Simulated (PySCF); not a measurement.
C₁₂H₁₀S, SMILES C(=C/c1cccs1)/c1ccccc1, GFN2-xTB optimised geometry. Atoms within 1.6 Å of the plane z = 0.8 Å (x, y, z in Å): C1 (-1.71, -0.02, -0.01), C2 (-2.56, 0.73, 0.71), C3 (-2.25, 1.64, 1.78), S7 (-3.43, 2.85, 2.22), C8 (-0.25, 0.00, 0.03), C9 (0.46, -1.20, 0.00), C10 (1.84, -1.20, 0.00), C11 (2.54, 0.00, 0.00), C12 (1.84, 1.20, 0.00), C13 (0.46, 1.20, 0.01), H14 (-2.13, -0.74, -0.70), H15 (-3.62, 0.64, 0.49), H19 (-0.08, -2.13, 0.00), H20 (2.38, -2.14, -0.01), H21 (3.62, 0.00, -0.01), H22 (2.38, 2.13, -0.02), H23 (-0.08, 2.14, 0.00).

Computed with CAM-B3LYP/def2-SVP (PySCF). Cells within 0.4 Å of a nucleus heavier than hydrogen are left out (blank, or x).

Map of the HOMO−1 amplitude (bohr^(-3/2)) on the plane z = 0.8 Å; orbital energy -8.34 eV, overall sign arbitrary:

```
|444444444444444444444444444|
|444455554444444444444444444|
|444555555544444444444444444|
|445555555554444444444444444|
|455566766554444444444444444|
|455567876554444444444444444|
|445568887554445555554444444|
|445567886544455555555444444|
|444456666544556666555544444|
|444445555544567777655544444|
|444444554445689999765544444|
|4444455xx445689988765544444|
|4444555xx455677666655444444|
|444455555555665544444444444|
|444445555555543322234444444|
|444445555554421100134444444|
|444444555544320000134444444|
|444444445444432222234444444|
|444444444444443333344444444|
|444444444444444444444444444|
|444444444444444444444444444|
|444444444444444444444444444|
|444444444444444444444444444|
|444444444444444444444444444|
|444444444444444444444444444|
|444444444444444444444444444|
|444444444444444444444444444|
```
Scale: ten equal steps from -0.056 (start of '0') to 0.058 (end of '9'), in the order '0123456789'; x runs from -6.00 to 6.00, y from -6.00 (bottom) to 6.00 (top).
